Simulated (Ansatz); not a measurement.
The cluster Sn₂F₃ (the lowest doublet isomer of a short search). Charge 0, multiplicity 2. Geometry PBE0-D4/def2-SVP, basis def2-TZVP, Ansatz.

Cartesian coordinates in Å:
```
Sn -0.6870 1.8599 0.6260
Sn 0.9367 -0.9765 -0.5040
F 0.6234 0.2287 1.2317
F -0.1067 0.7661 -1.1661
F -0.7664 -1.8782 -0.1877
```

```tsv
run	HOMO (eV)	LUMO (eV)
A	-5.00	-2.10
B	-4.75	-2.20
C	-7.23	-0.13
D	-4.09	-2.78
E	-6.63	-0.42
F	-3.74	-2.95
```

In the def2 sets Sn takes a core potential; there is no spin–orbit coupling. LC-ωPBE has ω = 0.4 bohr⁻¹. The structure comes from a short search, and lower isomers may exist.

HOMO and LUMO are taken over both spins.

The runs used LC-ωPBE, PBE, PBE0, r2SCAN, r2SCAN0, ωB97M-V. Estimate which is which.

A r2SCAN0 (25 % exact exchange); B PBE0 (25 % exact exchange); C LC-ωPBE (range-separated); D r2SCAN (0 % exact exchange); E ωB97M-V (range-separated); F PBE (0 % exact exchange). Exact exchange lowers occupied and raises empty levels; among semilocal functionals meta-GGAs tend to open the gap a little, and such runs are hard to tell apart. The gap grows from 0.80 eV (PBE) to 7.09 eV (LC-ωPBE).
